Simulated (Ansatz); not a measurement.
`[CH3][Al]1[CH2][SiH]1F` → `F/[C]([AlH2])=C\[SiH3]`  (isomerisation)

Calculated with Ansatz (gas phase, PBE0-D4/def2-TZVP geometries, no zero-point term in ΔE). CCSD(T)/CBS is the MP2 limit (def2-TZVPP, def2-QZVPP) plus CCSD(T) − MP2 in def2-TZVPP, frozen cores. Functionals use def2-TZVPP. B3LYP here is the variant with VWN-RPA as its local correlation; programs differ in this.

CCSD(T)/CBS gives +49.6 kcal/mol.

Task: Another level gave +52.5 kcal/mol. Which?
A. ωB97X-V/def2-TZVPP
B. B3LYP-D4/def2-TZVPP
C. PBE0/def2-TZVPP
D. PBE/def2-TZVPP

Result: C. PBE0 52.5, ωB97X-V 46.9, PBE 51.3, B3LYP-D4 44.5 kcal/mol.

Largest T1 diagnostic among the species: 0.013.

From PBE to PBE0 (25 % exact exchange), in def2-TZVPP and without D4, ΔE moves by +1.2 kcal/mol. In def2-TZVPP, CCSD(T) changes the Hartree–Fock value by +9.9 kcal/mol (the triples alone add +0.4 kcal/mol) and MP2 by +13.9 kcal/mol.
